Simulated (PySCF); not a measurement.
Computed IR spectrum (relative IR intensity) of a molecule C3H10OSi2. Coordinates come from a PBE0-D3(BJ)/def2-SVP optimisation. One conformer was computed; it need not be the lowest. Calculation: PBE0-D3(BJ)/def2-SVP (PySCF). Frequencies are harmonic and unscaled.

Lines under 2 % of the strongest are left out, and lines within 2 cm⁻¹ are merged.

ν (cm⁻¹): 47 (vw), 181 (vw), 350 (w), 432 (w), 545 (vw), 609 (m), 662 (w), 718 (m), 782 (m), 810 (vs), 824 (s), 924 (s), 943 (s), 946 (s), 950 (m), 1018 (w), 1084 (vs), 1166 (m), 1353 (m), 1378 (w), 1421 (w), 1434 (w), 1813 (s), 2209 (m), 2217 (m), 2225 (vs), 2228 (s), 2232 (s), 3179 (vw) (against the strongest line: vs over 80 %, s over 45 %, m over 15 %, w over 4 %, vw less)

### Question
Which molecule gave these data?
A) C=CCO[SiH2][SiH3]
B) CC(=O)[SiH2]C[SiH3]
C) C[Si]1(C)OC[SiH2]1
D) C=C(OC)[SiH2][SiH3]

### Answer
B, CC(=O)[SiH2]C[SiH3]
